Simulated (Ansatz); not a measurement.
**Relaxing a trial structure of C3H9F3Si2**

The starting geometry of this gas-phase triplet was optimised with GFN2-xTB as a singlet; its bonds are those of `C[SiH2][C@H](C)[Si](F)(F)F`.

```yaml
atoms:
  - { symbol: C, position_ang: [-0.0602, 2.9781, 0.0765] }
  - { symbol: C, position_ang: [0.8139, 0.0184, -0.4563] }
  - { symbol: C, position_ang: [0.5883, -0.3646, 1.0141] }
  - { symbol: F, position_ang: [2.9161, 0.7237, -2.3414] }
  - { symbol: F, position_ang: [3.1513, 1.7098, -0.0562] }
  - { symbol: F, position_ang: [3.6630, -0.7024, -0.4211] }
  - { symbol: Si, position_ang: [-0.3620, 1.4454, -0.9948] }
  - { symbol: Si, position_ang: [2.6053, 0.4202, -0.8118] }
  - { symbol: H, position_ang: [0.9798, 3.2895, 0.0376] }
  - { symbol: H, position_ang: [-0.6675, 3.8121, -0.2620] }
  - { symbol: H, position_ang: [-0.3114, 2.7953, 1.1177] }
  - { symbol: H, position_ang: [-1.7308, 0.9411, -0.8037] }
  - { symbol: H, position_ang: [-0.1321, 1.7343, -2.4140] }
  - { symbol: H, position_ang: [0.5413, -0.8474, -1.0680] }
  - { symbol: H, position_ang: [0.8707, 0.4515, 1.6750] }
  - { symbol: H, position_ang: [1.1793, -1.2372, 1.2879] }
  - { symbol: H, position_ang: [-0.4606, -0.5966, 1.1876] }
```

Q: Where would you expect an optimisation with r2SCAN-D4/def2-SVP to take it?

A: It falls apart into C2H4F3Si + CH5Si. Contacts that open: C2–Si7 (1.93 → 3.69 Å).

The energy falls by 4.42 eV over 39 steps:

| step | E − E(last) (eV) |
| --- | --- |
| 1 | 4.415 |
| 5 | 0.718 |
| 9 | 0.102 |
| 14 | 0.032 |
| 18 | 0.023 |
| 22 | 0.019 |
| 26 | 0.018 |
| 31 | 0.004 |
| 35 | 0.000 |
| 39 | 0.000 |

Final geometry (Å):

```xyz
17

C    -0.1070    2.9833   -0.1379
C     1.4543   -0.5908   -0.2318
C     0.8884   -0.7500    1.1376
F     2.2554    1.6152   -1.8799
F     3.0530    1.5631    0.5860
F     4.0961   -0.0178   -1.1810
Si   -1.3059    1.7627   -0.9255
Si    2.7140    0.6373   -0.6873
H     0.6441    2.4908    0.4985
H     0.4372    3.5421   -0.9180
H    -0.6540    3.7051    0.4882
H    -2.4721    2.4577   -1.5560
H    -0.6499    0.8655   -1.9281
H     1.0724   -1.2698   -1.0060
H     1.3327   -0.0563    1.8663
H     1.0324   -1.7814    1.5101
H    -0.2067   -0.5854    1.1320
```

The end wasn't checked by frequencies. Open shells are spin-unrestricted. The triplet needn't be the ground state. Run with Ansatz 0.2.0, 110 s on 4 threads of AMD EPYC 9R45 96-Core Processor (Zen 5), on a shared host.
